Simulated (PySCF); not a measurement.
# TeS at PBE0

Level: PBE0. Te def2-SVPD with ECP28, S def2-SVPD; scalar-relativistic core potentials (PySCF 2.14).

For TeS, the state is ³Σ⁻ (triplet), unpaired electrons π ↑↑ and the bond length is 2.250 Å. The harmonic wavenumber is 482 cm⁻¹. The force constant is 3.52 mdyn/Å. The rotational constant Be is 0.1298 cm⁻¹, the anharmonicity ωexe is 1.22 cm⁻¹ and the vibration–rotation constant αe is 0.000457 cm⁻¹. The well depth De to Te + S is 3.51 eV. The dissociation energy D0 is 3.48 eV, the bond order (Mayer) is 1.95 and the dipole moment (positive dipole means Te(−)S(+)) is -1.75 D.

These are scalar-relativistic numbers at best; spin–orbit coupling would shift them, the dissociation energy most. The state is the lowest determinant that a PBE0 search found; another state may lie lower at other levels.
